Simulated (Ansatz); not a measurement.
CH6Cl2O2Si2, SMILES `O[SiH2]C[Si](O)(Cl)Cl` at its PBE0-D4/def2-TZVP geometry, where that method's forces vanish. Charge 0, multiplicity 1.

```xyz
13

O     1.8069   -0.2844   -0.5019
Si    0.7666   -1.2730    0.3433
C    -0.6109   -0.1537    0.9048
Si   -1.1205    1.0864   -0.3728
O     0.1307    2.0006   -0.8507
Cl   -1.9336    0.0634   -1.9560
Cl   -2.5446    2.3569    0.3393
H     2.5790   -0.6790   -0.9095
H     1.4785   -1.8856    1.4968
H     0.2617   -2.3593   -0.5348
H    -1.4750   -0.7629    1.1875
H    -0.2883    0.3996    1.7935
H     0.9494    1.4909   -0.9393
```

Q: What forces (eV/Å) does r2SCAN-D4/def2-TZVPP give on these atoms in Ansatz? (Estimate.)

A: The calculation gave: 
```
O1   0.001  0.048 -0.014
Si2 -0.023 -0.051  0.021
C3   0.008 -0.014  0.000
Si4  0.017 -0.049  0.041
O5   0.052  0.043 -0.010
Cl6 -0.031 -0.046 -0.072
Cl7 -0.048  0.057  0.028
H8   0.031 -0.015 -0.011
H9  -0.014  0.005 -0.019
H10  0.004  0.014  0.020
H11  0.009  0.010  0.017
H12 -0.012 -0.009  0.005
H13  0.006  0.008 -0.007
```
